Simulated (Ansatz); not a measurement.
Geometry optimisation, RKS PBE0/def2-SVP (Ansatz 0.2.0).

Input:

```yaml
crystal:
  periodic: [false, false, false]
  atoms:
    - { symbol: Ge, position_ang: [-0.95106, -0.652066, 0.55618] }
    - { symbol: "N", position_ang: [1.518956, 0.980298, -0.672368] }
    - { symbol: F, position_ang: [-0.497424, -1.640431, -0.770591] }
    - { symbol: F, position_ang: [-2.174423, -1.516693, 1.386687] }
    - { symbol: F, position_ang: [-1.719796, 0.735896, -0.096474] }
    - { symbol: H, position_ang: [1.438582, 0.667273, 0.293882] }
    - { symbol: H, position_ang: [0.223341, -0.299557, 1.441261] }
    - { symbol: H, position_ang: [1.450119, 0.156591, -1.267486] }
    - { symbol: H, position_ang: [0.711805, 1.56869, -0.87129] }
basis:
  gaussian: { orbitals: def2-SVP }
hamiltonian:
  xc: pbe0
relax:
  f_tol: 0.03
  max_steps: 50
```

Run as:

```bash
$ ansatz run input.yaml --threads 2 --pin off --max-ram 3072MiB --backend cpu --events-out ev --progress --plain --runs-dir out
```

Question: Where does it end, and by what steps?

Answer: The run converged. After 8 steps the energy has fallen by 0.111 eV; H6 moved furthest, 0.42 Å.

| step | energy less start (eV) | largest force component (eV/Å) | accepted |
| --- | --- | --- | --- |
| 0 | 0.0000 | 0.239 | yes |
| 1 | -0.0562 | 0.591 | yes |
| 2 | -0.0785 | 0.784 | yes |
| 3 | -0.0800 | 0.779 | yes |
| 4 | -0.0505 | 1.516 | no |
| 5 | -0.1059 | 0.224 | yes |
| 6 | -0.1077 | 0.181 | yes |
| 7 | -0.1100 | 0.063 | yes |
| 8 | -0.1107 | 0.009 | yes |

```xyz
9
Properties=species:S:1:pos:R:3
Ge -0.929 -0.643 0.566
N 1.433 0.964 -0.771
F -0.319 -1.566 -0.749
F -2.311 -1.511 1.093
F -1.560 0.825 -0.065
H 1.786 0.875 0.176
H 0.047 -0.465 1.711
H 1.298 0.047 -1.185
H 0.555 1.475 -0.775
```

Time of the run: 21 s on 2 threads of Intel(R) Xeon(R) Platinum 8488C (Sapphire Rapids) (shared host), peak memory 0.28 GiB.
